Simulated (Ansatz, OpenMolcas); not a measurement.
**Abstraction of Cl: BCl3 + MgCl → BCl2 + MgCl2**

Species: BCl3 (boron trichloride) `ClB(Cl)Cl`, singlet; MgCl, doublet; BCl2 `Cl[B]Cl`, doublet; MgCl2 `[Cl][Mg][Cl]`, singlet. A radical takes Cl: the energy is the difference in strength between the B–Cl bond broken and the Mg–Cl bond made.

Shapes, held fixed at every level: PBE0-D4/def2-TZVP. Programs: Ansatz 0.2.0, OpenMolcas 26.06. A level may come from different programs for different species; with the same settings they agree closely. The zero-point and thermal change to 298 K, harmonic and unscaled (PBE0-D4/def2-TZVP), is -2.1 kJ/mol.

(1) Estimate ΔH(298 K) of this reaction.

Answers

(1) The highest level, CCSD(T)/def2-TZVPP, gives ΔH(298 K) = +39.8 kJ/mol; the levels span +14.3 to +43.2. The column of differences is taken from that level and isn't an error. No measured value is set beside it here. Open shells run unrestricted unless RO is named. Correlated rows may include outer-core shells of Mg, which these sets cover unevenly.

```
                             level                    kind  ΔH(298 K) (kJ/mol)  less CCSD(T)/def2-TZVPP
                     HF/def2-TZVPP            Hartree–Fock               +14.3                    -25.5
B3LYP/6-31G* (Cartesian functions)           global hybrid               +39.0                     -0.8
                wB97M-V/def2-TZVPP  range-separated hybrid               +38.8                     -1.0
                wB97X-V/def2-TZVPP  range-separated hybrid               +36.0                     -3.8
                 B2PLYP/def2-TZVPP           double hybrid               +34.3                     -5.5
                  CCSD(T)/def2-SVP   coupled cluster or CI               +43.2                     +3.4
                   CCSD/def2-TZVPP   coupled cluster or CI               +35.0                     -4.8
                CCSD(T)/def2-TZVPP   coupled cluster or CI               +39.8                      0.0
```
